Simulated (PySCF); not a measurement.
**Nuclear quadrupole coupling in `CB(P)P`**

Species: CH7BP2.
Z-matrix (Å and degrees, PBE0-D3(BJ)/def2-SVP geometry), rows numbered from 1:
```
C 
B   1  1.5710
P   2  1.8994  1  120.29
P   2  1.9007  1  120.63  3  -177.61
H   1  1.1005  2  113.59  3   -21.10
H   1  1.1066  2  106.68  3    95.86
H   1  1.1009  2  114.02  3  -146.87
H   3  1.4224  2  102.01  1  -144.58
H   3  1.4239  2  101.04  1   -43.89
H   4  1.4235  2  101.01  1   -50.74
H   4  1.4222  2  101.65  1  -151.15
```

Field gradients from the PBE0/pcSseg-1 density (PySCF, non-relativistic), principal values in atomic units, ordered |Vxx| ≤ |Vyy| ≤ |Vzz|:

```csv
atom,Vxx,Vyy,Vzz
B2,-0.1837,-0.2956,0.4793
```

Question: Find the asymmetry η = (Vxx − Vyy)/Vzz and the couplings χ = eQV/h (234.96 MHz × Q in barn × V in au), with Q(11B) = 0.04059 b.

Answer: 
```json
{"atom": "B2", "environment": "three-coordinate boron", "nucleus": "11B", "η": "0.23", "χzz (MHz)": "4.571", "χxx (MHz)": "-1.752", "χyy (MHz)": "-2.819"}
```

Question: What is Vzz at B2 in SI units (1 au = 9.71736 × 10²¹ V/m²)?

Answer: 0.4793 au = 4.657 × 10²¹ V/m².

Were the hydrogens deuterons (Q(2H) = 0.00286 b), χzz would run from 118 kHz (H9, H8, H10 and H11) to 199 kHz (H5 and H7).

One conformer (not necessarily the lowest) at the PBE0-D3(BJ)/def2-SVP geometry, without solvent, vibrations or thermal averaging. The small basis limits the accuracy of the gradients.
